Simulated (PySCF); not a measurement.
Compound: C3H6BNO2.
InChI=1S/C3H6BNO2/c5-3-1-2-4(6)7/h6-7H,1-2H2

Torsions of this conformer, `[N:1]#[C:2][CH2:3][CH2:4][B:5]([OH:6])[OH:7]`: C2–C3–C4–B5 179°, C3–C4–B5–O6 0°, H–O6–B5–C4 180°, H–O7–B5–C4 0°.

The closed-shell ground state was solved at several levels (PySCF, density fitting, gas phase, non-relativistic). The structure is a single PBE0-D3(BJ)/def2-SVP conformer in the gas phase; no vibrational or solvent corrections.

| level | basis functions | HOMO (eV) | LUMO (eV) | gap (eV) | dipole (D) |
| --- | --- | --- | --- | --- | --- |
| B97-2/pcJ-1 | 249 | -8.83 | 0.57 | 9.40 | 4.64 |
| PBE0/cc-pVTZ | 294 | -9.03 | 0.43 | 9.46 | 4.61 |
| PBE0/pcSseg-1 | 149 | -9.11 | 0.56 | 9.67 | 4.63 |
| PBE0/6-31G | 75 | -9.01 | 1.03 | 10.04 | 4.54 |
| PBE0/pcSseg-0 | 75 | -9.27 | 0.91 | 10.18 | 4.80 |
| B3LYP/pcJ-0 | 109 | -8.95 | 0.70 | 9.65 | 4.53 |
| PBE0/IGLO-III | 305 | -9.12 | -0.11 | 9.01 | 4.63 |
| B3LYP/def2-TZVP | 253 | -8.84 | -0.19 | 8.65 | 4.62 |
| LDA/pcSseg-1 | 149 | -7.89 | -0.57 | 7.32 | 4.73 |
| KT2/pcJ-1 | 249 | -7.70 | -0.45 | 7.25 | 4.59 |
| BHandHLYP/pcJ-1 | 249 | -10.36 | 1.30 | 11.66 | 4.66 |

(1) Estimate the row for BHandHLYP/pcSseg-1, a basis of 149 functions; the other rows only guide the guess.

(2) Over all these levels, which gives the widest orbital gap and which the narrowest?

(3) How much does the basis alone move the frontier levels among the 5 PBE0 rows?

(4) In the pcJ-1 basis, how does the gap go with the fixed share of exact exchange?

(5) How far do the dipole and the HOMO energy spread over the levels?

Results:

(1) HOMO -10.36 eV, LUMO 1.28 eV, gap 11.64 eV, dipole 4.63 D.

(2) BHandHLYP/pcJ-1 (global hybrid, 50 % exact exchange) has the widest, 11.66 eV, and KT2/pcJ-1 (GGA) the narrowest, 7.25 eV. The two share the basis. From the narrowest to the widest the HOMO moves by -2.66 eV and the LUMO by +1.75 eV.

(3) The HOMO by 0.26 eV and the LUMO by 1.14 eV. By rising basis size (HOMO, LUMO in eV): 6-31G -9.01, 1.03; pcSseg-0 -9.27, 0.91; pcSseg-1 -9.11, 0.56; cc-pVTZ -9.03, 0.43; IGLO-III -9.12, -0.11.

(4) KT2 (0 %) 7.25 eV; B97-2 (21 %) 9.40 eV; BHandHLYP (50 %) 11.66 eV. Each rise in the share widens the gap here.

(5) The dipole runs from 4.53 to 4.80 D (mean 4.63 D) and the HOMO from -10.36 to -7.70 eV.
